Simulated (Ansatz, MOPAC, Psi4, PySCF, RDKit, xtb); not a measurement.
Two geometries of SMILES Oc1cc[c]([GeH3])cc1 (C6H8GeO), singlet, relaxed at B3LYP-D3(BJ)/def2-SVP with one dihedral held; other torsions can differ between them too.

Structure A

```
16

O     -3.3381     0.0082     0.1828
C     -1.9822     0.0129     0.1172
C     -1.3602    -0.9720    -0.6641
C      0.0285    -1.0024    -0.7648
C      0.8355    -0.0694    -0.0879
Ge     2.7805    -0.1177    -0.2397
C      0.1960     0.9010     0.6983
C     -1.1961     0.9479     0.8030
H     -3.6264     0.5650     0.9179
H     -1.9852    -1.7015    -1.1827
H      0.4889    -1.7806    -1.3808
H      3.3147    -1.5333     0.0700
H      3.2384     0.2613    -1.6659
H      3.3817     0.8891     0.7631
H      0.7871     1.6413     1.2446
H     -1.6767     1.7163     1.4168
```

Structure B

```
16

O     -3.3564     0.0319     0.1279
C     -1.9813     0.0405     0.1489
C     -1.2793    -0.6577     1.1401
C      0.1154    -0.6907     1.1156
C      0.8371    -0.0458     0.0961
Ge     2.7900    -0.1112     0.0548
C      0.1169     0.6355    -0.8988
C     -1.2793     0.6811    -0.8770
H     -3.6908     0.6082     0.8277
H     -1.8408    -1.1763     1.9210
H      0.6428    -1.2377     1.9028
H      3.3737     0.3407     1.4116
H      3.2882    -1.5467    -0.2252
H      3.2962     0.8257    -1.0616
H      0.6487     1.1445    -1.7076
H     -1.8436     1.2060    -1.6507
```

Which is lower in energy at the level CCSD(T) on RHF/cc-pVDZ, cores with 3d frozen // B3LYP-D3(BJ)/def2-SVP run with Ansatz (a quantum-chemistry and plane-wave program), and by how much?

A is lower, by 3.31 kcal/mol (dihedral H9–O1–C2–C3: 165° in A, 75° in B).

E(B) − E(A) in kcal/mol at the other levels, on the same two geometries: B3LYP/def2-TZVP // B3LYP-D3(BJ)/def2-SVP (Psi4) 3.51; B3LYP-D3(BJ)/def2-TZVP // B3LYP-D3(BJ)/def2-SVP (Psi4) 3.53; PBE/def2-TZVP // B3LYP-D3(BJ)/def2-SVP (Psi4) 4.16; PBE-D3(BJ)/def2-TZVP // B3LYP-D3(BJ)/def2-SVP (Psi4) 4.17; M06-2X/def2-TZVP // B3LYP-D3(BJ)/def2-SVP (Psi4) 3.28; RHF/cc-pVDZ // B3LYP-D3(BJ)/def2-SVP (Ansatz) 2.71; MP2 on RHF/cc-pVDZ, cores with 3d frozen // B3LYP-D3(BJ)/def2-SVP (Ansatz) 3.44; CCSD on RHF/cc-pVDZ, cores with 3d frozen // B3LYP-D3(BJ)/def2-SVP (Ansatz) 3.17; RHF/cc-pVTZ // B3LYP-D3(BJ)/def2-SVP (Ansatz) 2.64; MP2 on RHF/cc-pVTZ, cores with 3d frozen // B3LYP-D3(BJ)/def2-SVP (Ansatz) 3.24; UFF // B3LYP-D3(BJ)/def2-SVP (RDKit) 5.92; AM1, restricted, heats of formation // B3LYP-D3(BJ)/def2-SVP (MOPAC) 1.99; PM6, restricted, heats of formation // B3LYP-D3(BJ)/def2-SVP (MOPAC) 2.79; GFN1-xTB // B3LYP-D3(BJ)/def2-SVP (xtb) 3.87; restricted B3LYP/6-31G*, spherical d, density fitting // B3LYP-D3(BJ)/def2-SVP (PySCF) 3.88; restricted Hartree-Fock/STO-3G // B3LYP-D3(BJ)/def2-SVP (PySCF) 3.84; restricted Hartree-Fock/LANL2DZ, with its core potentials past Ne // B3LYP-D3(BJ)/def2-SVP (PySCF) 1.83.
